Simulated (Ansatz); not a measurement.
Rb₃H₂⁺. Charge 1, multiplicity 5. Geometry r2SCAN-D4/def2-TZVP; atoms count from 1.

Cartesian coordinates in Å:
```
Rb 4.682 1.615 -2.693
Rb 1.316 -1.911 -0.169
Rb -2.725 -4.203 2.741
H -2.699 1.337 1.673
H -0.574 3.162 -1.551
```

In the def2 sets Rb takes a core potential; there is no spin–orbit coupling. In the quintet geometry the species has come apart into loosely held pieces. At PBE0-D4/def2-TZVP a singlet of charge 1 lies 4.85 eV below the quintet, each at its own geometry. The structure comes from a short search, and lower isomers may exist.

Problem. Estimate the Mulliken populations from the PBE0/def2-TZVP orbitals of Ansatz.

Solution. 
| atom | charge (e) | spin (α − β) |
| --- | --- | --- |
| Rb1 | 0.33 | 0.67 |
| Rb2 | 0.33 | 0.67 |
| Rb3 | 0.33 | 0.67 |
| H4 | 0.01 | 0.99 |
| H5 | 0.01 | 0.99 |
Mulliken values and Mayer orders depend strongly on the basis.

Problem. Where does the spin sit?

Solution. Summed by element: Rb 2.02, H 1.98, of 4 unpaired in all. Largest on single atoms: H5 0.99, H4 0.99, Rb2 0.67.
